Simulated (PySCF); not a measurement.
## 4-methoxythioanisole, C$_{8}$H$_{10}$OS

Geometry:
```json
{"atom": "C1", "x (Å)": "-3.886", "y (Å)": "-0.261", "z (Å)": "0.038"}
{"atom": "O2", "x (Å)": "-2.810", "y (Å)": "0.607", "z (Å)": "0.249"}
{"atom": "C3", "x (Å)": "-1.559", "y (Å)": "0.157", "z (Å)": "0.009"}
{"atom": "C4", "x (Å)": "-0.516", "y (Å)": "1.061", "z (Å)": "0.237"}
{"atom": "C5", "x (Å)": "0.805", "y (Å)": "0.694", "z (Å)": "0.019"}
{"atom": "C6", "x (Å)": "1.123", "y (Å)": "-0.594", "z (Å)": "-0.435"}
{"atom": "S7", "x (Å)": "2.759", "y (Å)": "-1.178", "z (Å)": "-0.750"}
{"atom": "C8", "x (Å)": "3.784", "y (Å)": "0.234", "z (Å)": "-0.321"}
{"atom": "C9", "x (Å)": "0.075", "y (Å)": "-1.494", "z (Å)": "-0.660"}
{"atom": "C10", "x (Å)": "-1.251", "y (Å)": "-1.131", "z (Å)": "-0.443"}
{"atom": "H11", "x (Å)": "-3.828", "y (Å)": "-1.156", "z (Å)": "0.683"}
{"atom": "H12", "x (Å)": "-4.797", "y (Å)": "0.297", "z (Å)": "0.290"}
{"atom": "H13", "x (Å)": "-3.951", "y (Å)": "-0.590", "z (Å)": "-1.015"}
{"atom": "H14", "x (Å)": "-0.768", "y (Å)": "2.063", "z (Å)": "0.590"}
{"atom": "H15", "x (Å)": "1.589", "y (Å)": "1.428", "z (Å)": "0.207"}
{"atom": "H16", "x (Å)": "4.820", "y (Å)": "-0.088", "z (Å)": "-0.493"}
{"atom": "H17", "x (Å)": "3.576", "y (Å)": "1.104", "z (Å)": "-0.962"}
{"atom": "H18", "x (Å)": "3.674", "y (Å)": "0.514", "z (Å)": "0.738"}
{"atom": "H19", "x (Å)": "0.299", "y (Å)": "-2.504", "z (Å)": "-1.012"}
{"atom": "H20", "x (Å)": "-2.036", "y (Å)": "-1.864", "z (Å)": "-0.632"}
```

Computed with TDDFT CAM-B3LYP/aug-cc-pVDZ excited states, vertical, gas phase (PySCF 2.14.0). Geometry: PBE0-D3(BJ)/def2-SVP.

(1) Give the one- and two-photon strengths of the lowest singlets.

Results:

(1) δ for parallel linear polarisation; σ at the peak of a Lorentzian of half width 0.1 eV, single beam; Ω is circular over linear.
```tsv
state	E (eV)	f	photon λ (nm)	δ (au)	σ (GM)	Ω	main
S1	4.54	0.038	546	12.8	0.10	1.46	HOMO→LUMO+2 0.90
S2	4.91	0.002	505	42.3	0.37	1.50	HOMO→LUMO 0.44, HOMO→LUMO+1 0.36
S3	5.11	0.007	485	18.3	0.17	1.50	HOMO→LUMO 0.34, HOMO→LUMO+4 0.21
S4	5.19	0.276	478	45.9	0.45	1.18	HOMO→LUMO+5 0.60, HOMO→LUMO+8 0.18
S5	5.50	0.003	451	131	1.45	1.50	HOMO→LUMO+3 0.66, HOMO→LUMO+6 0.12
S6	5.61	0.004	442	42.1	0.48	1.50	HOMO→LUMO+1 0.31, HOMO→LUMO+4 0.27
```

Among these, the strongest one-photon state is S4, the strongest two-photon state S5, with a dipole change of 1.5 D (relaxed, norm of the difference vector).
